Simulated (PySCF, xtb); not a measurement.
BrF2GeHO, SMILES [Br][Ge]([F])([OH])[F].

GFN2-xTB run with xtb at its own geometry gives an orbital gap of 5.64 eV and a dipole moment of 3.75 D.

Geometry optimised at r2SCAN-D4/def2-SVP. The values are those of a single conformer.

Task: What does PBE/def2-TZVP in PySCF give? (The exact figures need the calculation; the answer reports its results.)

Result: gap 5.41 eV (levels -8.08 and -2.67 eV), dipole 1.14 D.
